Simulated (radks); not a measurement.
Spherical quantum dot in the effective-mass picture: electrons in a well V = -V0 / (1 + exp((r - R)/a)) with V0 = 9.4, R = 4.78, a = 0.17, all in effective atomic units (hartree* = m*/eps^2 hartree, bohr* = eps/m* bohr), one dielectric constant everywhere. Method: non-relativistic Kohn-Sham, LDA (Slater exchange, Perdew-Wang correlation), spin-polarised, spherical densities; computed with a radial shooting solver with Libxc functionals. Levels are named by radial order and angular momentum (1s, 1p, 1d, 2s, ...), and open shells are averaged over m. Results are scaled to m* = 0.423 and eps = 12.7, for which hartree* = 71.36 meV and bohr* = 1.589 nm.

N = 23, configuration 1s2 1p6 1d10 1f(up 5, down 0). This is the lowest configuration that the search found. Occupied and some empty levels:

| level | occupation | eigenvalue (meV) | <r> (nm) |
|---|---|---|---|
| 1s up | 1 | -233.59 | 5.352 |
| 1s down | 1 | -230.72 | 5.322 |
| 1p up | 3 | -226.27 | 5.506 |
| 1p down | 3 | -223.27 | 5.490 |
| 1d up | 5 | -213.20 | 5.655 |
| 1d down | 5 | -210.10 | 5.647 |
| 1f up | 5 | -195.09 | 5.789 |
| 1f down | 0 | -191.92 | 5.785 |
| 2s up | 0 | -174.62 | 3.504 |
| 2s down | 0 | -173.62 | 3.497 |
| 1g up | 0 | -172.37 | 5.908 |
| 1g down | 0 | -169.16 | 5.907 |
| 2p up | 0 | -150.19 | 4.126 |
| 2p down | 0 | -148.78 | 4.115 |
| 2d up | 0 | -120.83 | 4.527 |
| 2d down | 0 | -119.12 | 4.517 |

Energy (meV): total -9668.31, kinetic 1047.4, external -15083, Hartree 4938.7, exchange-correlation -571.79.

Electron density:

| r (nm) | n(r) (e/nm^3) |
|---|---|
| 0.801 | 0.0004735 |
| 1.66 | 0.001026 |
| 2.52 | 0.002629 |
| 3.38 | 0.006433 |
| 4.24 | 0.01346 |
| 5.10 | 0.02158 |
| 5.96 | 0.02185 |
| 6.82 | 0.009054 |
| 7.67 | 0.0006508 |
| 8.53 | 0.00001080 |
| 9.39 | 1.571e-07 |
| 10.3 | 2.531e-09 |
